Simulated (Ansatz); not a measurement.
SbH2(SiMe3) (C3H11SbSi), relaxed as a singlet with RKS B3LYP-D4/def2-SVP in Ansatz, starting from the GFN2-xTB geometry. Force threshold 0.02 eV/Å.

In the def2 sets Sb takes a core potential; there is no spin–orbit coupling.

Start:

```xyz
16

Sb   -0.9775    2.1584   -1.2074
H     0.2819    2.0457   -2.3308
H    -1.8852    1.1331   -2.1990
Si   -0.0480    0.1288    0.0567
C     1.5519    0.6373    0.9688
C    -1.3386   -0.4085    1.3590
C     0.3399   -1.3665   -1.0715
H     1.9381   -0.1785    1.5715
H     1.3735    1.4793    1.6313
H     2.3280    0.9284    0.2679
H    -1.5793    0.4091    2.0323
H    -2.2624   -0.7285    0.8865
H    -0.9719   -1.2329    1.9618
H    -0.5555   -1.6963   -1.5907
H     1.0745   -1.0976   -1.8252
H     0.7306   -2.2112   -0.5110
```

(1) Estimate the energy that the relaxation releases and the steps that it takes.

(2) Does the start keep its bonding and symmetry?

(3) Predict the relaxed structure.

Answers

(1) 0.10 eV, in 5 steps; 30 s on 4 threads of Intel Xeon on a shared host. No frequencies were taken in this run, so the end may be a saddle point.

(2) By distances, no bond broke or formed. The bond that changes most is Sb1–Si4, from 2.57 to 2.61 Å (atoms count from 1).

(3) 
```xyz
16

Sb   -0.9671    2.1553   -1.2242
H     0.3312    2.0652   -2.3571
H    -1.9473    1.1306   -2.2073
Si   -0.0337    0.0942    0.0864
C     1.5482    0.6364    0.9696
C    -1.3356   -0.4138    1.3606
C     0.3370   -1.3554   -1.0667
H     1.9511   -0.1902    1.5799
H     1.3620    1.4913    1.6395
H     2.3265    0.9338    0.2483
H    -1.5745    0.4185    2.0421
H    -2.2712   -0.7310    0.8721
H    -0.9708   -1.2576    1.9712
H    -0.5724   -1.6856   -1.5935
H     1.0852   -1.0785   -1.8263
H     0.7314   -2.2132   -0.4944
```
Bond lengths: 3 × C–Si 1.89 Å; 1 × Sb–Si 2.61 Å; 9 × C–H 1.10 Å; 2 × H–Sb 1.73 Å.
